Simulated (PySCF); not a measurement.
Si(Cl)2(GeH3)(OH) (Cl2GeH4OSi), SMILES [Si](Cl)([GeH3])(Cl)O. Atoms are numbered in the order given.

```xyz
9

O      0.7859     1.9517     0.0000
Si     0.5273     0.3238     0.0000
Cl     1.4186    -0.5342    -1.6517
Cl     1.4186    -0.5342     1.6517
Ge    -1.7747    -0.1126     0.0000
H      1.6954     2.2726     0.0000
H     -2.4171     0.4896     1.2556
H     -1.9739    -1.6333     0.0000
H     -2.4171     0.4896    -1.2556
```

Geometry: ωB97X-D3(BJ)/def2-SVP. This is a generated structure with no PubChem entry under its InChIKey; it may be hypothetical. Other conformers were not sampled.

Computed with PySCF with PBE/pcSseg-1.

GIAO shieldings, no solvent; atoms alike by connectivity are averaged. δ = σ(ref) − σ: ¹⁷O against H2O (σ = 334.3 ppm); ²⁹Si against TMS (σ = 335.4 ppm); ³⁵Cl against HCl (σ = 936.5 ppm); ⁷³Ge against GeH4 (σ = 1614.4 ppm); ¹H against TMS (σ = 31.49 ppm), references at their B3LYP-D3(BJ)/def2-TZVP geometries, non-relativistic (without spin–orbit terms, shifts of atoms bonded to Cl or Br come out too high).

```tsv
nucleus	atoms	count	δ (ppm)
¹⁷O	O1	1	114.5
²⁹Si	Si2	1	21.1
³⁵Cl	Cl3, Cl4	2	188.9
⁷³Ge	Ge5	1	3.5
¹H	H7, H8, H9	3	3.94
¹H	H6	1	3.10
```
